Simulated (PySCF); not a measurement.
C₇H₁₅OP.
Numbering: `[CH3:1][CH2:2][CH2:3][P@@:4]1(=[O:5])[CH2:6][C@@H:7]1[CH2:8][CH3:9]`

Geometry (GFN2-xTB, Å), atoms numbered from 1 in this order:
```
atom  x, y, z in Å
C1    -2.3137    1.1044    0.2094
C2    -2.2829   -0.2362   -0.5072
C3    -1.6884   -1.3192    0.3858
P4    -0.0282   -0.8353    1.0259
O5     0.0523   -0.2331    2.3649
C6     1.2822   -1.9297    0.4121
C7     1.1946   -0.5288   -0.2789
C8     2.3019    0.4553    0.0026
C9     1.9414    1.8517   -0.4901
H10   -2.6970    1.8865   -0.4423
H11   -1.3052    1.3738    0.5251
H12   -2.9409    1.0499    1.0964
H13   -3.2946   -0.5300   -0.7999
H14   -1.6855   -0.1472   -1.4173
H15   -1.6032   -2.2648   -0.1494
H16   -2.3044   -1.4685    1.2756
H17    2.1407   -2.0667    1.0571
H18    1.0845   -2.7846   -0.2182
H19    0.8907   -0.5645   -1.3193
H20    3.2274    0.1200   -0.4761
H21    2.4692    0.4862    1.0822
H22    1.0380    2.1993    0.0074
H23    1.7655    1.8488   -1.5644
H24    2.7440    2.5523   -0.2737
```

NICS is the negative of the GIAO shielding at a point without a nucleus: at the ring centre (0) and 1 Å above and below it (1); zz is the component along the ring normal. Level: GIAO PBE0/pcSseg-1 (PySCF, non-relativistic, gas phase) on the GFN2-xTB geometry, one conformer.

Ring bond lengths (Å), with Mayer bond orders in brackets: P4–C6 1.814 (0.89), C6–C7 1.565 (0.88), C7–P4 1.814 (0.83).

Task: Give the NICS values of each ring in ppm.

Result: 
```csv
ring,type,NICS(0),"NICS(1), two faces","NICS(1)zz, two faces",rms pucker (Å),"centre to ring atoms, mean (Å)"
P4–C6–C7,3-membered ring with P; formal bonds all single,-22.7,-4.1 / -8.1,-6.7 / -14.2,0.00,1.00
```

Task: What do they say, and how far can they be read as aromaticity?

Result: 
- P4–C6–C7: mean NICS(1)zz -10.4 ppm, shielded. P4, C6, C7 have four or more neighbours; no verdict on aromaticity is drawn. The two faces differ by 7.5 ppm, so no symmetry operation interchanges them. NICS(0) lies 17 ppm below the mean NICS(1).

Task: What field does 11.7 T along the ring normal induce along that normal at the second NICS(1) probe listed for ring P4–C6–C7, 1 Å off the ring?

Result: NICSzz × B0 = -14.2 ppm × 11.7 T = -166 μT, against the applied field.
